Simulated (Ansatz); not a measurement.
Reaction (SMILES): [O]B(Br)Br -> [O-]B(Br)Br (an electron is taken up)
Geometries: B3LYP-D3(BJ)/def2-TZVP minima from Ansatz (a quantum-chemistry and plane-wave program).

Quantity: adiabatic electron affinity (electronic energy difference), positive where the reaction releases energy, in eV. Valence correlation only, unless marked. UHF or UKS for open shells. No spin-orbit coupling. Frozen are the shells of the preceding noble gas and the d and f shells that filled before the atom's block. No relativistic terms. Anions need diffuse functions: aug- sets have them; def2-D sets add few; the other sets have none. CBS(X,Y): correlation extrapolated as X^-3; Hartree-Fock from the larger set.

CCSD(T)/CBS(aug-cc-pVTZ,aug-cc-pVQZ) (Ansatz) gives 4.48 eV.

Q: Another calculation gave 3.98 eV. Which level was it?
A) BHLYP/def2-TZVPD (Ansatz)
B) wB97M-V/def2-TZVPD (Ansatz)
C) HSE06/def2-TZVPD (Ansatz)

A: A, BHLYP/def2-TZVPD (Ansatz). The others give 4.28 (wB97M-V), 4.10 (HSE06) eV.
